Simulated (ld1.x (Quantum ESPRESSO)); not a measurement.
## u(r) = r·R(r): atom against pseudo-atom (Zn)

Columns: radius, all-electron u(r) and pseudo u(r) of the 4p shell (level -1.12 eV) of zinc in the configuration [Ne] 3s2 3p6 3d10 4s2 4p0; PBE, scalar-relativistic, PAW scheme, ld1.x (Quantum ESPRESSO) 7.5.

```
r (bohr)  all-electron   pseudo
   0.060        0.0614  -0.0111
   0.120        0.0927  -0.0428
   0.180        0.0630  -0.0901
   0.240        0.0041  -0.1461
   0.300       -0.0570  -0.2024
   0.360       -0.1065  -0.2509
   0.420       -0.1393  -0.2851
   0.480       -0.1552  -0.3005
   0.540       -0.1566  -0.2958
   0.600       -0.1464  -0.2724
   0.660       -0.1277  -0.2339
   0.720       -0.1030  -0.1855
   0.780       -0.0744  -0.1325
   0.840       -0.0435  -0.0799
   0.900       -0.0115  -0.0310
   0.960        0.0208   0.0123
   1.020        0.0527   0.0501
   1.080        0.0838   0.0834
   1.140        0.1139   0.1139
   1.200        0.1427   0.1427
   1.260        0.1702   0.1702
   1.320        0.1962   0.1962
   1.380        0.2208   0.2208
   1.440        0.2439   0.2439
   1.500        0.2656   0.2656
   1.560        0.2859   0.2859
```

(1) How many radial nodes do the two functions have?

(2) At about which radius was the pseudo-wave matched?

(3) Is the pseudo-wave norm-conserving?

Results:

(1) The all-electron 4p function has n − l − 1 = 2; the pseudo-wave has 1, since 1 lower shell of the same l stays in the valence.

(2) 1.20 bohr. The columns agree to 0.0005 from 1.08 bohr on; several derivatives are matched, so the curves merge somewhat inside the radius.

(3) No, it belongs to a PAW set: the norm inside the radius is not constrained, and the difference is carried by the augmentation charge.
